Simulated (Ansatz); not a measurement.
Job for Ansatz (an electronic-structure program): R-r2SCAN/def2-TZVPP on C3H4O2 (SMILES C=CC(=O)O), a point of a torsion scan.

Ansatz 0.2 input:
```yaml
crystal:
  periodic: [false, false, false]
  atoms:
    - {symbol: C, position_ang: [-1.36539330, -0.38874306, -0.26317251]}
    - {symbol: C, position_ang: [-0.54942015, 0.41927282, 0.38671400]}
    - {symbol: C, position_ang: [0.93084333, 0.37360807, 0.22931816]}
    - {symbol: O, position_ang: [1.57424042, 1.12286284, -0.45402177]}
    - {symbol: O, position_ang: [1.48123787, -0.62311229, 0.93292632]}
    - {symbol: H, position_ang: [-0.99715867, -1.16440550, -0.91369060]}
    - {symbol: H, position_ang: [-2.43486120, -0.30973136, -0.16626292]}
    - {symbol: H, position_ang: [-0.91312172, 1.21400493, 1.02301343]}
    - {symbol: H, position_ang: [2.44395224, -0.63866679, 0.80571843]}
basis:
  gaussian:
    orbitals: def2-TZVPP
hamiltonian:
  xc: {name: r2SCAN}
scf: {lower_state_search: off}
```

Program output:

```
WARN ansatz: RAYON_NUM_THREADS=1 ignored (pool sized by the plan → 1); use --threads N
Functional definition: r2SCAN
these checks for a lower state are left out or cut short: stability, starts, cluster_reference, orbital_swaps, neighbouring_geometries, increment
integrals: 0.11 GiB planned
1078 factors; their error is unknown
mean field: 0.88 GiB planned
mean field evaluation 1: about -7259.3839 eV, gradient 7.1e1 eV
mean field evaluation 2: about -7250.7762 eV, gradient 9.8e1 eV
mean field evaluation 4: about -7268.8262 eV, gradient 7.5e0 eV
mean field evaluation 8: about -7268.9264 eV, gradient 2.6e-1 eV
mean field evaluation 16: about -7268.9049 eV, gradient 1.8e-3 eV
mean field -7268.90492570 eV, -267.1273289788 hartree, gradient 3.0e-6 eV, S^2 0.000000; 0 other end points of the search recorded, 0 dependent functions left out
reference -7268.90493554 eV, -267.1273293404 hartree; 19, 19 occupied and 192, 192 virtual orbitals, 1078 factors
Total energy: -7268.90493554 eV, -267.1273293404 hartree
Checks for a lower state left out: stability, starts, cluster_reference, orbital_swaps, neighbouring_geometries, increment
```

Self-consistency was reached.

Cost: roughly 5 core-seconds.
